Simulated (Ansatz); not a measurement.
Molecule: InF2, charge 1, multiplicity 1. It need not be the lowest isomer of its formula. 
Structure (B3LYP-D3(BJ)/def2-TZVP (Ansatz, a program for electronic structure) minimum search):
```xyz
3

In     0.0000     0.0000     0.0000
F      0.0000     0.0000    -1.8552
F      0.0000     0.0000     1.8552
```
Charge +1, spin multiplicity 1.

Computed values are from Ansatz. Valence correlation only, unless marked. Open shells are spin-unrestricted. No spin-orbit coupling. The frozen core is the preceding noble-gas configuration, with the filled d and f shells of earlier blocks. In def2 rows, elements after Kr have scalar-relativistic effective core potentials. CBS marks a two-point X^-3 extrapolation of the correlation energy; Hartree-Fock from the larger set. The bracket is a focal-point correction in the basis named.

```yaml
vertical ionisation energy (to the doublet): 21.11 eV at RI-MP2/CBS(def2-TZVPPD,def2-QZVPPD)+[CCSD(T)-MP2]/def2-TZVPPD
vertical electron affinity (to the doublet; negative means unbound): 7.66 eV at RI-MP2/CBS(def2-TZVPPD,def2-QZVPPD)+[CCSD(T)-MP2]/def2-TZVPPD
total_energy: -388.5813 Eh at CCSD(T)/CBS(def2-TZVPPD,def2-QZVPPD)
T1 diagnostic: 0.017 at CCSD/def2-QZVPPD
```
